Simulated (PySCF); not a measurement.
Successive ionisation energies of neodymium

Calculated with PySCF 2.14, two-component X2C-1e (Gaussian nucleus, no Breit or QED terms), each ion in its own even-tempered basis; GMP2 freezes the deep shells of the larger ions and drops the highest virtual spinors; eV.

| ion | configuration | GHF (screened spin-orbit) | GMP2 (screened spin-orbit) | NIST | kind |
| --- | --- | --- | --- | --- | --- |
| Nd(20+) | [Kr] 4d4 | 600.81 | 601.49 | 602 ± 4 | theoretical |
| Nd(21+) | [Kr] 4d3 | 637.52 | 638.06 | 638 ± 4 | theoretical |
| Nd(22+) | [Kr] 4d2 | 676.83 | 677.13 | 678 ± 4 | theoretical |
| Nd(23+) | [Kr] 4d1 | 713.86 | 714.22 | 714 ± 4 | theoretical |
| Nd(24+) | [Kr] | 856.29 | 857.54 | 859 ± 4 | theoretical |
| Nd(25+) | [Ar] 3d10 4s2 4p5 | 893.82 | 895.15 | 896 ± 4 | theoretical |
| Nd(26+) | [Ar] 3d10 4s2 4p4 | 935.76 | 936.62 | 939 ± 4 | theoretical |
| Nd(27+) | [Ar] 3d10 4s2 4p3 | 975.05 | 975.89 | 978 ± 4 | theoretical |
| Nd(28+) | [Ar] 3d10 4s2 4p2 | 1044.3 | 1046.0 | 1049 ± 4 | theoretical |
| Nd(29+) | [Ar] 3d10 4s2 4p1 | 1088.5 | 1089.3 | 1092 ± 4 | theoretical |
| Nd(30+) | [Ar] 3d10 4s2 | 1183.9 | 1186.5 | 1191 ± 4 | theoretical |
| Nd(31+) | [Ar] 3d10 4s1 | 1227.5 | 1228.7 | 1238.42 ± 0.17 | semi-empirical |
